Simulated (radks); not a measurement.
Values are calculated unless marked as measured or tabulated.
Problem. The strontium ion Sr+, 37 electrons, occupied as [Kr] 6s1 (not the ground configuration). Code: a radial shooting solver on a logarithmic mesh with Libxc functionals. Model: scalar-relativistic Kohn-Sham, revPBE, spin-unpolarised, spherical densities, finite nucleus; Fermi nuclear charge, rms radius 4.224 fm. Some entries of the table are withheld. Estimate them.

| orbital | occ. | eigenvalue (hartree) | <r^2> (bohr^2) | r(max) (bohr) |
|---|---|---|---|---|
| 1s | 2 | (1) | 0.002067 | 0.02553 |
| 2s | 2 | -79.67461 | 0.03507 | 0.1451 |
| 2p | 6 | -70.82683 | 0.02766 | 0.1161 |
| 3s | 2 | -12.63310 | 0.2777 | 0.4358 |
| 3p | 6 | -9.77765 | 0.2899 | 0.4308 |
| 3d | 10 | -5.06679 | 0.3025 | 0.3767 |
| 4s | 2 | -1.86017 | 2.079 | (2) |
| 4p | 6 | (3) | 2.760 | 1.326 |
| 6s | 1 | -0.15760 | 68.64 | 7.782 |

Solution. 
(1) 1s eigenvalue (hartree): -586.0738
(2) 4s r(max) (bohr): 1.192
(3) 4p eigenvalue (hartree): -1.19223
